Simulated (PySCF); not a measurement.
Shapes and spin states of RuH₃

These are results of PBE0/[Ru def2-TZVP with ECP28, H def2-TZVP], scalar-relativistic core potentials, density fitting, no spin–orbit coupling, PySCF, not measurements.

Relaxations began from a few typed shapes and spin states; open shells are unrestricted. The search is not exhaustive: other isomers or separated fragments can lie lower, and high-lying points may rest on an excited occupation.

| spin | group | bonds | angles | imaginary modes (cm⁻¹) | ΔE (kJ/mol) | ΔE with ZPE (kJ/mol) |
| --- | --- | --- | --- | --- | --- | --- |
| doublet | C3v | Ru–H 1.558 Å (×3) | H–Ru–H 100.8° (×3) | none | 0.0 | 0.0 |
| quartet | C2v | Ru–H 1.541 Å, Ru–H 1.653 Å (×2) | H–Ru–H 66.7° (×2), H–Ru–H 133.4° | none | 63.2 | 57.2 |
| doublet | D3h | Ru–H 1.573 Å (×3) | H–Ru–H 120.0° (×3) | 996i | 75.3 | – |
| quartet | C2v | Ru–H 1.556 Å, Ru–H 1.677 Å (×2) | H–Ru–H 106.4° (×2), H–Ru–H 147.2° | none | 90.9 | 81.0 |
| broken-symmetry Ms = 1/2 (⟨S²⟩ 1.77) | C2v | Ru–H 1.560 Å, Ru–H 1.631 Å (×2) | H–Ru–H 68.8° (×2), H–Ru–H 137.5° | none | 124.1 | 117.3 |
| sextet | D3h | Ru–H 1.699 Å (×3) | H–Ru–H 120.0° (×3) | none | 209.1 | 198.5 |
| sextet | C2v | Ru–H 1.658 Å (×2), Ru–H 1.728 Å | H–Ru–H 68.0° (×2), H–Ru–H 136.1° | 261i | 275.5 | – |

The lowest minimum found is the doublet C3v: Ru–H 1.558 Å (×3); H–Ru–H 100.8° (×3).

Formally Ru is in oxidation state +3, d5, with 1 unpaired electron (the high-spin count would be 5). The Mulliken spin on Ru is 1.16. The polar-tensor charge on Ru, 0.72, is far below the formal one.

For the lowest minimum: with open d or f shells other occupations or spin states may lie lower.
